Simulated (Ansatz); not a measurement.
A nudged elastic band was laid between two geometries of AlBrF2H2S (7 atoms, charge 0, multiplicity 1).

Method: Ansatz 0.2.0, RKS PBE0-D4/def2-SVP.

```
movable images  : 5
climbing image  : yes
spring          : 5.0 eV/Å²
optimiser       : quadratic models (default)
start path      : through a guess of the saddle point
force threshold : 0.5 eV/Å
iteration limit : 60
end points      : relaxed
```

First end point:

```xyz
7
Properties=species:S:1:pos:R:3
Al -0.839 -0.561 -0.026
Br 0.173 -2.489 0.558
F -1.709 -0.509 -1.441
F -1.350 0.448 1.199
H 1.896 0.393 0.376
S 1.138 0.812 -0.664
H 0.691 1.905 -0.001
```

Last end point:

```xyz
7
Properties=species:S:1:pos:R:3
Al -0.881 -0.509 -0.049
Br 0.247 -2.283 0.778
F -1.628 -0.688 -1.522
F -1.566 0.534 1.054
H 1.965 0.214 -0.153
S 0.997 1.028 -0.636
H 0.867 1.705 0.529
```

What changes between the two ends?

No bond is made or broken.

What energy profile does the band end with?

The forces met the threshold. The highest image is number 2 of 0 to 6, 1.0 kJ/mol above the first end and 0.2 kJ/mol above the last; the last end lies 0.8 kJ/mol above the first. The threshold of 0.5 eV/Å is loose, so the images may lie well off the minimum-energy path. The top lies less than 8 meV above the higher end, about what the thresholds resolve: that end is a shoulder or a very shallow well. Another band between the same ends (5 images) ends at a top of the same energy, where a vibrational analysis finds 1 clearly imaginary mode.

| image | path coordinate (Å) | energy (kJ/mol) |
| --- | --- | --- |
| 0 | 0.00 | 0.0 |
| 1 | 0.22 | 0.6 |
| 2 | 0.43 | 1.0 |
| 3 | 0.63 | 0.9 |
| 4 | 0.83 | 0.5 |
| 5 | 1.02 | 0.6 |
| 6 | 1.22 | 0.8 |

What is the geometry of the highest image?


```xyz
7
Properties=species:S:1:pos:R:3
Al -0.844 -0.571 -0.019
Br 0.143 -2.471 0.666
F -1.729 -0.555 -1.430
F -1.365 0.503 1.150
H 1.952 0.333 0.199
S 1.103 0.878 -0.697
H 0.739 1.883 0.131
```

The run took 110 s on 2 threads of Intel(R) Xeon(R) Platinum 8488C (Sapphire Rapids), on a shared host, peak memory 0.27 GiB.
